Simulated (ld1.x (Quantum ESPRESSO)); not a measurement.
## Varying the TM potential for Ta

Base potential:

- Element: tantalum
- Generator: ld1.x (Quantum ESPRESSO) 7.5
- Type: norm-conserving Troullier–Martins (Kleinman–Bylander form)
- Functional: PBEsol
- Relativity: fully relativistic
- Frozen core: [Xe] 4f14
- Valence charge: 5
- Reference configuration: 5d3.5 6s1.5 6p0
- Partial waves: 6s (bound): rc 3.00 bohr; 6p (bound, empty): rc 2.70 bohr; 5d (bound): rc 1.70 bohr
- Local potential: all-electron potential smoothed inside 2.65 bohr (lloc = -1)
- Core correction: Bessel-smoothed model core inside 1.35 bohr

Open shells are filled in proportion to 2j + 1 (rel_dist='average').

Cutoffs, loose and tight: the cutoffs (Ry, on a coarse ladder) from which the occupation-weighted sum of valence levels, in a spherical-Bessel basis at the reference potential, stays within 10 and 1 mRy of its value at 400 Ry. They do not see the model core or the augmentation charge, which bear on the density cutoff. Test errors are all-electron minus pseudo excitation energies from the reference, over the configurations 5d3 6s2 6p0; 5d3 6s1 6p0; 5d3 6s0 6p0; 5d3 6s0 6p2; 5d3 6s0 6p1; 5d4 6s1 6p0; 5d2 6s2 6p1. A dash means not determined; rows that change the core or the reference have their own tests.

```csv
change,outcome,"cutoff, loose","cutoff, tight",bound ghosts,largest test error (meV)
base,generated,30 Ry,35 Ry,none,-46
wave 6s (bound): rc 3.00 bohr becomes 6s (bound): rc 2.04 bohr,generated,30 Ry,50 Ry,none,-37
wave 6s (bound): rc 3.00 bohr becomes 6s (bound): rc 2.66 bohr,generated,30 Ry,35 Ry,none,-66
wave 6s (bound): rc 3.00 bohr becomes 6s (bound): rc 2.98 bohr,generated,30 Ry,35 Ry,none,-54
wave 6s (bound): rc 3.00 bohr becomes 6s (bound): rc 3.34 bohr,generated,30 Ry,35 Ry,none,-52
wave 6s (bound): rc 3.00 bohr becomes 6s (bound): rc 3.84 bohr,generated,30 Ry,35 Ry,none,-92
wave 6s (bound): rc 3.00 bohr becomes 6s (bound): rc 4.46 bohr,generated,30 Ry,35 Ry,none,+196
```

(1) What comes out with this change to the base: wave 6s (bound): rc 3.00 bohr becomes 6s (bound): rc 2.32 bohr?

(2) What comes out with this change to the base: wave 6s (bound): rc 3.00 bohr becomes 6s (bound): rc 4.18 bohr?

Results:

(1) outcome: generated; cutoff, loose: 30 Ry; cutoff, tight: 35 Ry; bound ghosts: none; largest test error (meV): -36.

(2) outcome: generated; cutoff, loose: 30 Ry; cutoff, tight: 35 Ry; bound ghosts: none; largest test error (meV): +158.

Reading the sweep of the s radius (base included, trends over the rows without a ghost): The loose cutoff stays near 30 Ry. The median size of the test errors (rows with all tests solved) is not monotonic: lowest 4.9 meV at 3.34 bohr, highest 110.5 meV at 4.46 bohr.
